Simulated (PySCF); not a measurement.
Spin-rotation constants: `C=CCc1ccc[se]1`, C7H8Se

Geometry:
```
atom   x (Å)   y (Å)   z (Å)
  C1  -2.618   1.114  -0.160
  C2  -1.764   0.294  -0.741
  C3  -1.111  -0.872  -0.059
  C4   0.367  -0.637   0.014
  C5   1.026   0.096   0.950
  C6   2.422   0.217   0.750
  C7   2.894  -0.411  -0.355
 Se8   1.547  -1.265  -1.303
  H9  -3.049   1.952  -0.681
 H10  -2.929   0.976   0.863
 H11  -1.455   0.450  -1.767
 H12  -1.313  -1.784  -0.629
 H13  -1.515  -0.989   0.949
 H14   0.520   0.550   1.786
 H15   3.056   0.767   1.425
 H16   3.913  -0.446  -0.694
```

Method: GIAO B3LYP/pcSseg-1 magnetisability, rotational g tensor and spin-rotation constants, non-relativistic, gas phase in PySCF. Geometry: GFN2-xTB.

The calculation is non-relativistic, which matters for the atoms heavier than Zn.

Q: Give the nuclear spin-rotation constants along the inertial axes (H = +C I·J) beside the isotropic shieldings.

A: Rotational constants 2.7967, 0.9572, 0.7734 GHz. A star marks the isotopologue with that one atom substituted, in its own axes.
| atom | isotope | Caa (kHz) | Cbb (kHz) | Ccc (kHz) | mean (kHz) | σ (ppm) |
| --- | --- | --- | --- | --- | --- | --- |
| H9 | 1H | -0.146 | -0.106 | 0.023 | -0.076 | 26.9 |
| H10 | 1H | -0.208 | -0.045 | -0.005 | -0.086 | 26.6 |
| H11 | 1H | -0.228 | -0.042 | 0.010 | -0.086 | 25.7 |
| H12 | 1H | -0.284 | 0.018 | -0.060 | -0.108 | 28.2 |
| H13 | 1H | -0.200 | -0.064 | -0.017 | -0.094 | 28.2 |
| H14 | 1H | 0.008 | -0.003 | -0.077 | -0.024 | 24.9 |
| H15 | 1H | -0.213 | 0.074 | -0.077 | -0.072 | 24.8 |
| H16 | 1H | 0.249 | -0.094 | -0.069 | 0.029 | 24.5 |
| C1 | 13C* | 0.734 | 0.220 | 0.308 | 0.421 | 65.0 |
| C2 | 13C* | 0.853 | 0.261 | 0.367 | 0.494 | 30.9 |
| C3 | 13C* | 0.521 | 0.194 | 0.135 | 0.283 | 138.3 |
| C4 | 13C* | 1.349 | 0.402 | 0.179 | 0.644 | 14.2 |
| C5 | 13C* | 1.167 | 0.348 | 0.147 | 0.554 | 49.2 |
| C6 | 13C* | 1.044 | 0.397 | 0.146 | 0.529 | 46.9 |
| C7 | 13C* | 1.274 | 0.338 | 0.155 | 0.589 | 40.5 |
| Se8 | 77Se* | 5.720 | 2.519 | 1.523 | 3.254 | 1111.5 |

For the geometry as given, no vibrational averaging.

Q: How do the rotational constants and the g tensor change when H9, H10, H11, H12, H13, H14, H15, H16 are replaced by deuterium?

A: Constants 2.4256, 0.8467, 0.6894 GHz; g -0.0280, -0.0124, 0.0034, against -0.0324, -0.0139, 0.0038 before.
